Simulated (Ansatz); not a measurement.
Harmonic frequencies (cm⁻¹) at PBE0-D4/def2-TZVP from Ansatz: 87, 131, 184, 209, 248, 273, 330, 381, 628, 687, 739, 980, 2432, 2712, 3834.

Each molecule was computed in one conformer, which needn't be the lowest.

Which molecule is it?
A. `F[Si@H]1O[C@@H]1Cl`
B. `C1=C[SiH2]1`
C. `O[As](S)[SeH]`
D. `FC1[SiH2][Te]1`

C.
